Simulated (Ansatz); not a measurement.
Wavefunction ladder for BrF2HOSn, SMILES `[OH][Sn]([F])([F])[Br]`

```xyz
6

O    -1.508   -0.425    0.296
Sn    0.366   -0.045    0.079
F     1.274   -1.433    0.978
F     0.805    1.548    1.005
Br    1.147    0.148   -2.208
H    -2.083    0.206   -0.149
```

Total charge 0; spin multiplicity 1. Correlated methods include outer-core shells of Br, Sn, which these sets cover unevenly. Scalar relativity is left out up to krypton. Sn: def2 effective core potential. All single points use the PBE0-D4/def2-TZVP geometry. It is one conformer, not always the lowest. Frozen core, restricted reference, Ansatz 0.2.0.

```json
{"basis": "def2-SVP", "HF (Eh)": "-3059.65131", "MP2 corr.": "-0.89997", "CCSD corr.": "-0.90709", "(T)": "-0.01820", "CCSD(T) total": "-3060.57660"}
{"basis": "def2-TZVPP", "HF (Eh)": "-3060.34897", "MP2 corr.": "-1.32825", "CCSD corr.": "-1.32122", "(T)": "-0.04302", "CCSD(T) total": "-3061.71321"}
{"basis": "def2-QZVPP", "HF (Eh)": "-3060.41634", "MP2 corr.": "-1.93077", "CCSD corr.": "–", "(T)": "–", "CCSD(T) total": "–"}
```
